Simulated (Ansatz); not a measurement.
```yaml
crystal:
  periodic: [false, false, false]
  atoms:
    - {symbol: Ge, position_ang: [0.630570, 0.312589, 0.200752]}
    - {symbol: O, position_ang: [-0.254709, -0.971099, -1.147691]}
    - {symbol: O, position_ang: [2.219379, -0.616728, 0.953312]}
    - {symbol: O, position_ang: [-0.711683, 0.601253, 1.653329]}
    - {symbol: O, position_ang: [-1.680835, -0.175128, -1.420466]}
    - {symbol: H, position_ang: [-1.707009, 0.497237, 1.207258]}
    - {symbol: H, position_ang: [1.903134, -1.408675, 1.638114]}
    - {symbol: H, position_ang: [-1.586013, 0.015138, -2.497429]}
    - {symbol: H, position_ang: [1.187166, 1.745400, -0.587178]}
basis:
  gaussian: {orbitals: cc-pVDZ}
hamiltonian: {xc: {name: wB97M-V}}
scf: {omitted_lower_state_checks: [starts]}
output: {forces: true}
```

```sh
$ ansatz run in.yaml --threads 4 --pin off --events-out ev --progress --plain --max-ram 3916MiB
```

It prints (some lines left out):

```
Functional definition: wB97M-V
1018 factors; integrals over basis functions are off by at most 1.8e-3 eV
262 factors; integrals over basis functions are off by at most 6.1e-6 eV
mean field evaluation 1: about -64753.0974 eV, gradient 6.4e1 eV
mean field evaluation 2: about -64748.0879 eV, gradient 8.5e1 eV
mean field evaluation 4: about -64761.2755 eV, gradient 3.2e0 eV
mean field evaluation 8: about -64761.3734 eV, gradient 6.4e-1 eV
mean field evaluation 16: about -64761.3744 eV, gradient 1.1e-3 eV
mean field -64761.37437059 eV, -2379.9366112829 hartree, gradient 4.3e-5 eV, S^2 0.000000; 0 other end points of the search recorded, 0 dependent functions left out
reference -64761.37441190 eV, -2379.9366128010 hartree; 34, 34 occupied and 69, 69 virtual orbitals, 1018 factors
Total energy: -64761.37441190 eV, -2379.9366128010 hartree
Atom 0 at     0.630570     0.312589     0.200752 Å, force    -0.645849    -1.251106     0.830921 eV/Å
Atom 1 at    -0.254709    -0.971099    -1.147691 Å, force    -1.519003     3.421149     1.154828 eV/Å
Atom 2 at     2.219379    -0.616728     0.953312 Å, force    -3.796549    -1.149678     1.081471 eV/Å
Atom 3 at    -0.711683     0.601253     1.653329 Å, force    -1.173917    -0.813102    -3.956172 eV/Å
Atom 4 at    -1.680835    -0.175128    -1.420466 Å, force     3.226979    -0.653819    -2.903785 eV/Å
Atom 5 at    -1.707009     0.497237     1.207258 Å, force     3.878613     0.285817     1.301077 eV/Å
Atom 6 at     1.903134    -1.408675     1.638114 Å, force     0.834936     3.074687    -2.655027 eV/Å
Atom 7 at    -1.586013     0.015138    -2.497429 Å, force    -0.029872    -0.855458     4.007208 eV/Å
Atom 8 at     1.187166     1.745400    -0.587178 Å, force    -0.775339    -2.058489     1.139479 eV/Å
Dipole moment:    -0.142129     0.232432    -0.309627 e Å
Checks for a lower state left out: starts
```

Hardware: 4 threads of Arm Neoverse V2 on a shared host. Wall time 5.5 s.
